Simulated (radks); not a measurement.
Nd XXXIII, 28 electrons, occupied as [Ar] 3d10 (the NIST ground configuration). All-electron calculation, Dirac Kohn-Sham, PBE, spin-unpolarised, spherical densities, finite nucleus; Fermi nuclear charge, rms radius 4.9123 fm. Program: a radial shooting solver on a logarithmic mesh with Libxc functionals.

Normalised radial functions P(r) = r R(r) (large component), r in bohr:

| r | 2p1/2 | 2p3/2 | 3p3/2 |
|---|---|---|---|
| 0.001298 | 0.0354 | 0.0096 | 0.0048 |
| 0.001452 | 0.0406 | 0.0119 | 0.0060 |
| 0.001624 | 0.0466 | 0.0148 | 0.0074 |
| 0.001802 | 0.0532 | 0.0180 | 0.0090 |
| 0.002015 | 0.0614 | 0.0223 | 0.0111 |
| 0.002254 | 0.0710 | 0.0275 | 0.0137 |
| 0.002521 | 0.0823 | 0.0340 | 0.0169 |
| 0.002797 | 0.0946 | 0.0413 | 0.0206 |
| 0.003129 | 0.1101 | 0.0508 | 0.0253 |
| 0.0035 | 0.1284 | 0.0626 | 0.0312 |
| 0.003914 | 0.1500 | 0.0769 | 0.0383 |
| 0.004343 | 0.1735 | 0.0930 | 0.0463 |
| 0.004858 | 0.2032 | 0.1139 | 0.0567 |
| 0.005434 | 0.2382 | 0.1394 | 0.0694 |
| 0.006078 | 0.2794 | 0.1702 | 0.0846 |
| 0.006744 | 0.3242 | 0.2044 | 0.1016 |
| 0.007543 | 0.3803 | 0.2484 | 0.1234 |
| 0.008437 | 0.4460 | 0.3010 | 0.1494 |
| 0.009437 | 0.5225 | 0.3636 | 0.1803 |
| 0.01056 | 0.6112 | 0.4378 | 0.2168 |
| 0.01171 | 0.7058 | 0.5184 | 0.2564 |
| 0.0131 | 0.8220 | 0.6193 | 0.3057 |
| 0.01465 | 0.9544 | 0.7364 | 0.3627 |
| 0.01639 | 1.1038 | 0.8710 | 0.4277 |
| 0.01819 | 1.2582 | 1.0125 | 0.4956 |
| 0.02034 | 1.4412 | 1.1834 | 0.5767 |
| 0.02275 | 1.6407 | 1.3731 | 0.6654 |
| 0.02545 | 1.8545 | 1.5804 | 0.7604 |
| 0.02824 | 2.0629 | 1.7866 | 0.8524 |
| 0.03158 | 2.2930 | 2.0194 | 0.9525 |
| 0.03533 | 2.5223 | 2.2577 | 1.0491 |
| 0.03951 | 2.7422 | 2.4934 | 1.1362 |
| 0.04384 | 2.9288 | 2.7015 | 1.2020 |
| 0.04904 | 3.0995 | 2.9027 | 1.2483 |
| 0.05485 | 3.2265 | 3.0675 | 1.2593 |
| 0.06135 | 3.2973 | 3.1825 | 1.2245 |
| 0.06808 | 3.3032 | 3.2333 | 1.1422 |
| 0.07614 | 3.2375 | 3.2180 | 0.9918 |
| 0.08517 | 3.0936 | 3.1237 | 0.7721 |
| 0.09526 | 2.8739 | 2.9491 | 0.4827 |
| 0.1066 | 2.5874 | 2.7001 | 0.1297 |
| 0.1182 | 2.2753 | 2.4133 | -0.2431 |
| 0.1322 | 1.9092 | 2.0625 | -0.6723 |
| 0.1479 | 1.5354 | 1.6914 | -1.1019 |
| 0.1654 | 1.1782 | 1.3250 | -1.4979 |
| 0.1836 | 0.8794 | 1.0095 | -1.8047 |
| 0.2053 | 0.6072 | 0.7137 | -2.0394 |
| 0.2297 | 0.3933 | 0.4744 | -2.1527 |
| 0.2569 | 0.2374 | 0.2944 | -2.1354 |
| 0.285 | 0.1385 | 0.1767 | -2.0082 |
| 0.3188 | 0.0713 | 0.0940 | -1.7730 |
| 0.3566 | 0.0333 | 0.0456 | -1.4697 |
| 0.3989 | 0.0140 | 0.0199 | -1.1395 |
| 0.4426 | 0.0056 | 0.0083 | -0.8438 |
| 0.495 | 0.0019 | 0.0029 | -0.5665 |
| 0.5537 | 0.0005 | 0.0009 | -0.3491 |
| 0.6193 | 0.0001 | 0.0002 | -0.1957 |
| 0.6872 | 0.0000 | 0.0001 | -0.1040 |
| 0.7686 | 0.0000 | 0.0000 | -0.0470 |
| 0.8597 | 0.0000 | 0.0000 | -0.0187 |

2p1/2: eigenvalue -7835.8 eV, 0 radial nodes, <r> = 0.0840 bohr, 90 % of the charge inside 0.138 bohr. 2p3/2: eigenvalue -7312.9 eV, 0 radial nodes, <r> = 0.0904 bohr, 90 % of the charge inside 0.147 bohr. 3p3/2: eigenvalue -2379.3 eV, 1 radial node at r = 0.111 bohr, <r> = 0.262 bohr, 90 % of the charge inside 0.390 bohr.
